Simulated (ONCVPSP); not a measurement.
dysprosium (Dy): one change to an ONCV potential, before and after

ONCVPSP 4.0.1 input, shortened (lines: element, Z, core and valence counts, functional; n l f; lmax; l rc ep ncon nbas qcut; lloc lpopt rc5 dvloc0; l nproj debl; icmod fcfact rcfact), PBE, scalar-relativistic:

```
  Dy 66.00   10    4        4      upf
    1    0    2.00
    2    0    2.00
    2    1    6.00
    3    0    2.00
    3    1    6.00
    3    2   10.00
    4    0    2.00
    4    1    6.00
    4    2   10.00
    4    3    9.00
    5    0    2.00
    5    1    6.00
    5    2    1.00
    6    0    0.50
    2
    0    2.10    0.00    3    6    5.40
    1    1.55    0.00    4    7    6.30
    2    3.20    0.00    3    8    5.80
    4    5    1.10    0.00
    0    3    1.00
    1    3    3.20
    2    2    2.20
    3    5.50    1.10
```

All-electron outer shells of the reference configuration (PBE, scalar-relativistic, ld1.x):

```json
{"shell": "5s", "level (eV)": "-62.96", "outermost node (bohr)": "0.63", "outermost maximum (bohr)": "1.14"}
{"shell": "5p", "level (eV)": "-38.62", "outermost node (bohr)": "0.67", "outermost maximum (bohr)": "1.30"}
{"shell": "4f", "level (eV)": "-19.31", "outermost node (bohr)": "–", "outermost maximum (bohr)": "0.53"}
{"shell": "6s", "level (eV)": "-12.41", "outermost node (bohr)": "1.53", "outermost maximum (bohr)": "3.04"}
{"shell": "5d", "level (eV)": "-11.61", "outermost node (bohr)": "0.76", "outermost maximum (bohr)": "1.86"}
```

Change: d: debl 1.05.

Cutoffs: the cutoffs (Ha) at which the residual kinetic energy of the hardest occupied pseudo-wave falls to 1 and 0.1 mHa per electron; they do not see the model core or the augmentation charge, which bear on the density cutoff. Errors are all-electron minus pseudo energies relative to the spin-unpolarised reference configuration.

**Question.** What does the change do?

**Answer.** The potential gets neither clearly harder nor softer (20 Ha and 52 Ha → 20 Ha and 52 Ha); the bound ghost in d disappears; the errors of the 3 common tests hardly move.

| quantity | base | changed |
| --- | --- | --- |
| cutoff, loose | 20 Ha | 20 Ha |
| cutoff, tight | 52 Ha | 52 Ha |
| bound ghosts | d | none |
| GHOST(+) flags under 300 eV | s at 33.5 eV | s at 33.5 eV, d at 38.6 eV |
| tests counted as reliable (solved cleanly; for ONCVPSP, near-neutral configurations with less than one 5d electron left out) | 3 of 4 | 3 of 4 |
| error for 5s2 5p6 5d1 6s2, meV [ΔE -12.32 eV] | +23 | +23 |
| error for 5s2 5p6 5d1 6s1, meV [ΔE -5.48 eV] | +4.8 | +4.8 |
| error for 5s2 5p6 5d1 6s0, meV [ΔE 6.95 eV] | +1.5 | +1.5 |
| s: phases at 2.14 bohr within 0.05 rad from the reference energy up to (Ha; the scan ends near 5) | to the end of the scan | to the end of the scan |
| p: phases at 1.58 bohr within 0.05 rad from the reference energy up to (Ha; the scan ends near 5) | to the end of the scan | to the end of the scan |
| d: phases at 3.25 bohr within 0.05 rad from the reference energy up to (Ha; the scan ends near 5) | n/a | 1.4 |
| rms error of d²Exc/dni dnj with the model core, mHa | 2.08 | 2.09 |

Base: Tests not counted: 5s2 5p6 5d0 6s2 6p1 (all-electron energy unsafe for a near-neutral lanthanide with less than one 5d electron, printed error +44 meV). Changed file: Tests not counted: 5s2 5p6 5d0 6s2 6p1 (all-electron energy unsafe for a near-neutral lanthanide with less than one 5d electron, printed error +43 meV). A true bound ghost makes a file unfit for plane-wave use even where its test errors are small: the radial tests pick states by their node count and pass the ghost by.
